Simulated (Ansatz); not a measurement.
Z-matrix (Å, degrees):
```
Zr
S 1 2.425
S 1 2.425 2 107.0
F 1 1.893 2 111.8 3 -122.7
S 1 2.425 2 107.1 3 114.5
H 2 1.350 1 90.5 3 163.1
H 3 1.350 1 90.5 2 -82.3
H 5 1.350 1 90.5 2 163.0
```

Total charge 0; spin multiplicity 1. Zr takes the def2 core potential.

List the r2SCAN/def2-TZVPP orbital energies in eV (the Gaussian-basis code of Ansatz). (Best estimate.)

Computed: Occupied: -2409.30, -2409.30, -2409.30, -666.37, -213.76, -213.76, -213.76, -157.84, -157.84, -157.84, -157.70, -157.70, -157.70, -157.68, -157.68, -157.68, -57.71, -35.26, -34.43, -34.43, -29.80, -18.88, -18.70, -18.70, -11.47, -11.16, -11.16, -10.66, -10.60, -10.60, -8.32, -8.02, -8.02, -7.35, -7.34, -6.97. Lowest empty: -2.83, -2.83, -1.86, -1.74, -1.74, -0.79, 0.09, 0.09.
